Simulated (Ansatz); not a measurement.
Input file for `CC(F)[SiH3]`:

```yaml
crystal:
  periodic: [false, false, false]
  atoms:
    - {symbol: C, position_ang: [-0.793105, 1.168938, 0.050921]}
    - {symbol: C, position_ang: [-0.555564, -0.308173, 0.251931]}
    - {symbol: F, position_ang: [-1.447763, -1.027027, -0.556506]}
    - {symbol: Si, position_ang: [1.206266, -0.881792, -0.177101]}
    - {symbol: H, position_ang: [-0.578286, 1.467046, -0.977730]}
    - {symbol: H, position_ang: [-1.831984, 1.423788, 0.274479]}
    - {symbol: H, position_ang: [-0.148329, 1.747768, 0.717396]}
    - {symbol: H, position_ang: [-0.786940, -0.583773, 1.288360]}
    - {symbol: H, position_ang: [2.166024, -0.193642, 0.728650]}
    - {symbol: H, position_ang: [1.512430, -0.519708, -1.585186]}
    - {symbol: H, position_ang: [1.322650, -2.350426, 0.005387]}
basis:
  gaussian: {orbitals: def2-SVP}
correlation: {method: ccsd_t}
```

```sh
$ ansatz run in.yaml --threads 2 --pin off --events-out ev --progress --plain --max-ram 4352MiB
```

Log, shortened:

```
Functional definition: HF
946 factors; integrals over basis functions are off by at most 1.3e-3 eV
mean field evaluation 1: about -12731.0187 eV, gradient 2.7e1 eV
mean field evaluation 2: about -12731.0807 eV, gradient 2.7e1 eV
mean field evaluation 4: about -12733.2007 eV, gradient 3.4e0 eV
mean field evaluation 8: about -12733.2364 eV, gradient 1.6e-1 eV
mean field -12733.23652265 eV, -467.9378113097 hartree, gradient 1.9e-6 eV, S^2 0.000000; 0 other end points of the search recorded, 0 dependent functions left out
8 core orbitals not correlated: weight in the atoms' cores, before any rotation towards them, 1.000 or more for the frozen orbitals, at most 0.000 for the correlated occupied ones
reference -12733.23652265 eV, -467.9378113097 hartree; 13, 13 occupied and 74, 74 virtual orbitals, 946 factors
second order -15.58145473 eV of doubles, -0.00000000 eV of singles
cycle   1  -16.49135309 eV  change   -9.1e-1 eV  update   8.8e-2
cycle   2  -16.93773400 eV  change   -4.5e-1 eV  update   2.6e-2
cycle   3  -17.03207382 eV  change   -9.4e-2 eV  update   1.2e-2
cycle   4  -17.03068993 eV  change    1.4e-3 eV  update   2.8e-3
cycle   5  -17.03004623 eV  change    6.4e-4 eV  update   1.1e-3
cycle   6  -17.03004259 eV  change    3.6e-6 eV  update   3.2e-4
cycle   7  -17.02991623 eV  change    1.3e-4 eV  update   1.1e-4
cycle   8  -17.02987904 eV  change    3.7e-5 eV  update   3.6e-5
cycle   9  -17.02988391 eV  change   -4.9e-6 eV  update   1.3e-5
perturbative correction -0.40339200 eV, -0.0148243824 hartree
Total energy: -12750.66979855 eV, -468.5784723824 hartree
```

Run time 6 s (2 threads of an Arm Neoverse V1 on a shared host); peak host memory 0.41 GiB.

MP2 recovers 89.4 % of the CCSD(T) correlation energy and the triples give 2.3 %; T1 = 0.0102.
